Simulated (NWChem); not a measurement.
System: CuH2O2, doublet; SMILES [OH][Cu][OH]

Parts of the log:

```
             Northwest Computational Chemistry Package (NWChem) 7.3.0
             --------------------------------------------------------

                             Geometry "geometry" -> ""
                             -------------------------

 Output coordinates in angstroms (scale by  1.889725989 to convert to a.u.)

  No.       Tag          Charge          X              Y              Z
 ---- ---------------- ---------- -------------- -------------- --------------
    1 Cu                  29.0000     0.00000000     0.00000000    -0.02300900
    2 O                    8.0000    -1.74643500     0.00000000    -0.09640500
    3 H                    1.0000    -2.21066300     0.00000000     0.74906000
    4 O                    8.0000     1.74643500     0.00000000    -0.09640500
    5 H                    1.0000     2.21066300     0.00000000     0.74906000

 Effective nuclear repulsion energy (a.u.)     174.2637945973

  pbe96 is a nonlocal functional; adding pw91lda local functional.
                              NWChem Property Module
                              ----------------------

  itol2e modified to match energy
  convergence criterion.

                                 NWChem DFT Module
                                 -----------------

 Summary of "ao basis" -> "ao basis" (spherical)
 ------------------------------------------------------------------------------
       Tag                 Description            Shells   Functions and Types
 ---------------- ------------------------------  ------  ---------------------
 Cu                        def2-tzvp                15       45   6s4p4d1f
 O                         def2-tzvp                11       31   5s3p2d1f
 H                         def2-tzvp                 4        6   3s1p

  itol2e modified to match energy
  convergence criterion.

            General Information
            -------------------
          SCF calculation type: DFT
          Wavefunction type:  spin polarized.
          No. of atoms     :     5
          No. of electrons :    47
           Alpha electrons :    24
            Beta electrons :    23
          Charge           :     0
          Spin multiplicity:     2
          Use of symmetry is: off; symmetry adaption is: off
          Maximum number of iterations: 150
          AO basis - number of functions:   119
                     number of shells:    45
          Convergence on energy requested:  1.00D-07
          Convergence on density requested:  1.00D-05
          Convergence on gradient requested:  5.00D-04

              XC Information
              --------------
          PerdewBurkeErnzerhof Exchange Functional  1.000
            Perdew 1991 LDA Correlation Functional  1.000 local
           PerdewBurkeErnz. Correlation Functional  1.000 non-local

             Grid Information
             ----------------
          Grid used for XC integration:  fine
          Radial quadrature: Mura-Knowles
          Angular quadrature: Lebedev.
          Tag              B.-S. Rad. Rad. Pts. Rad. Cut. Ang. Pts.
          ---              ---------- --------- --------- ---------
          Cu                  1.35      140          10.0       974
          O                   0.60       70          11.0       590
          H                   0.35       60          12.0       590
          Grid pruning is: on
          Number of quadrature shells:   400
          Spatial weights used:  Erf1

      Superposition of Atomic Density Guess
      -------------------------------------

 Sum of atomic energies:       -1789.48618791

      Non-variational initial energy
      ------------------------------

 Total energy =   -1789.513132
 1-e energy   =   -2837.484013
 2-e energy   =     873.707086
 HOMO         =      -0.443168
 LUMO         =      -0.078004

[...]

          -----------------------
          Electric field gradient
          -----------------------

 1 a.u. = 0.324123 10**(16) esu/cm**3  ( or statvolts/cm**2 ) = 0.97174 10**(22) v/m**2

 ------------------------------------------------------------
   Atom      X         Y         Z
 ------------------------------------------------------------
    1 Cu   0.00000   0.00000  -0.04348
 ------------------------------------------------------------

 Electric field gradient in molecular frame (a.u.)
         XX             YY             ZZ             XY             XZ             YZ
 ------------------------------------------------------------------------------------------
        0.477234      -1.232692       0.755457      -0.000849       0.000000      -0.000011

 Principal components (a.u.) and orientation
 of principal axis w.r.t. absolute frame                      Asymmetry parameter eta
 --------------------------------------------------------------------------------------
       -1.232692       0.755457       0.477235                       0.225703

        0.000497       0.000001       1.000000
        1.000000      -0.000005      -0.000497
        0.000005       1.000000      -0.000001

 ------------------------------------------------------------
   Atom      X         Y         Z
 ------------------------------------------------------------
    2 O   -3.30028   0.00000  -0.18218
 ------------------------------------------------------------

 Electric field gradient in molecular frame (a.u.)
         XX             YY             ZZ             XY             XZ             YZ
 ------------------------------------------------------------------------------------------
        0.102011       0.168143      -0.270155       0.000448       0.881492       0.000188

 Principal components (a.u.) and orientation
 of principal axis w.r.t. absolute frame                      Asymmetry parameter eta
 --------------------------------------------------------------------------------------
       -0.984991       0.816848       0.168143                       0.658590

       -0.629862       0.776707      -0.000485
        0.000118       0.000720       1.000000
        0.776707       0.629862      -0.000545

 ------------------------------------------------------------
   Atom      X         Y         Z
 ------------------------------------------------------------
    3 H   -4.17755   0.00000   1.41552
 ------------------------------------------------------------

 Electric field gradient in molecular frame (a.u.)
         XX             YY             ZZ             XY             XZ             YZ
 ------------------------------------------------------------------------------------------
        0.071757       0.241863      -0.313620       0.000007       0.315348       0.000009

 Principal components (a.u.) and orientation
 of principal axis w.r.t. absolute frame                      Asymmetry parameter eta
 --------------------------------------------------------------------------------------
       -0.490490       0.248626       0.241863                       0.013788

       -0.489181       0.872181      -0.001368
       -0.000006       0.001566       0.999999
        0.872182       0.489181      -0.000761

 ------------------------------------------------------------
   Atom      X         Y         Z
 ------------------------------------------------------------
    4 O    3.30028   0.00000  -0.18218
 ------------------------------------------------------------

 Electric field gradient in molecular frame (a.u.)
         XX             YY             ZZ             XY             XZ             YZ
 ------------------------------------------------------------------------------------------
        0.101934       0.168282      -0.270217       0.000457      -0.881487      -0.000198

 Principal components (a.u.) and orientation
 of principal axis w.r.t. absolute frame                      Asymmetry parameter eta
 --------------------------------------------------------------------------------------
       -0.985054       0.816772       0.168282                       0.658329

        0.629865       0.776705      -0.000501
       -0.000117       0.000740       1.000000
        0.776705      -0.629864       0.000557

 ------------------------------------------------------------
   Atom      X         Y         Z
 ------------------------------------------------------------
    5 H    4.17755   0.00000   1.41552
 ------------------------------------------------------------

 Electric field gradient in molecular frame (a.u.)
         XX             YY             ZZ             XY             XZ             YZ
 ------------------------------------------------------------------------------------------
        0.071755       0.241863      -0.313617       0.000007      -0.315344      -0.000009

 Principal components (a.u.) and orientation
 of principal axis w.r.t. absolute frame                      Asymmetry parameter eta
 --------------------------------------------------------------------------------------
       -0.490484       0.248622       0.241863                       0.013780

        0.489182       0.872181      -0.001395
        0.000006       0.001597       0.999999
        0.872182      -0.489181       0.000776
```

Level: PBE/def2-TZVP, spin-unrestricted. In the optimisation the excess spin sits in a2 (C2v, its own frame). Geometry: optimised at PBE0/def2-SVP, spin-unrestricted. The spin multiplicity was typed, not searched, and may not be the lowest. No stability test was run on the SCF state. NWChem prints the field gradient with the sign opposite to the second derivative of the potential.

Question: Reconstruct the input file.

Answer: One answer among several that fit: the input that was run:
```
start job
memory heap 200 mb stack 900 mb global 1100 mb
geometry units angstroms noautosym nocenter noautoz
  Cu     0.000000     0.000000    -0.023009
  O     -1.746435     0.000000    -0.096405
  H     -2.210663     0.000000     0.749060
  O      1.746435     0.000000    -0.096405
  H      2.210663     0.000000     0.749060
end
basis spherical
  * library def2-tzvp
end
dft
  odft
  mult 2
  xc xpbe96 cpbe96
  iterations 150
end
property
  efieldgrad
end
task dft property
```
